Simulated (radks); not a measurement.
Q: These are the eigenvalues of the occupied orbitals of an atom or ion with whole-number occupations (Ry). Calculated with a radial shooting solver on a logarithmic mesh with Libxc functionals: scalar-relativistic Kohn-Sham, PBE, spin-unpolarised, spherical densities, point nucleus.

orbital  eigenvalue
1s        -5430.147
2s        -945.6988
2p        -823.3598
3s        -220.0785
3p        -184.1637
3d        -144.0773
4s        -46.44500
4p        -34.66784
4d        -20.05490
5s         -6.72896
4f         -3.82036
5p         -3.73666
5d         -0.45975
6s         -0.45179

Which element is it, and in what charge state? The configuration may be excited.

A: Z = 76, osmium, charge 0: Os in [Xe] 4f14 5d6 6s2. The list shows which subshells hold electrons but not how many an open one holds; the 1s level, -2715.1 hartree, gives Z - s = 73.7 by -(Z - s)^2/2, which with screening and relativity narrows Z to a few neighbours, and the depths of the outer levels then fix element, charge and occupations together.
